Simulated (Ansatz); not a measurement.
SiO₃H₂⁺. Charge 1, multiplicity 2. Geometry PBE-D4/def2-TZVP, that of the neutral singlet.

```xyz
6

Si   -0.472   -0.181    0.085
O     0.819    0.638    0.687
O    -0.073   -0.586   -1.444
O    -1.781   -0.511    0.799
H     0.699    0.932    1.607
H     0.808   -0.293   -1.734
```

At PBE-D4/def2-TZVP the gap within one spin of the charge 1 doublet nearly closes, so an electron or hole may be smeared out by delocalisation error. The structure comes from a short search, and lower isomers may exist.

Q: Estimate the α-spin orbital energies around the gap (eV) in Ansatz with PBE-D4/def2-TZVP, r2SCAN-D4/def2-TZVP, PBE0-D4/def2-TZVP.

A: 
```csv
orbital,PBE-D4/def2-TZVP,r2SCAN-D4/def2-TZVP,PBE0-D4/def2-TZVP
HOMO−5,-17.62,-18.62,-20.22
HOMO−4,-16.94,-17.61,-19.18
HOMO−3,-16.67,-17.10,-18.32
HOMO−2,-15.92,-16.21,-17.54
HOMO−1,-15.80,-16.10,-17.50
HOMO,-15.18,-15.32,-16.63
LUMO,-8.85,-8.44,-7.87
LUMO+1,-7.69,-7.28,-6.73
LUMO+2,-5.48,-4.78,-4.50
LUMO+3,-4.87,-3.91,-3.70
LUMO+4,-3.43,-2.65,-2.51
LUMO+5,-3.30,-2.35,-2.21
β HOMO,-15.06,-15.29,-16.62
β LUMO,-14.95,-14.44,-13.38
```
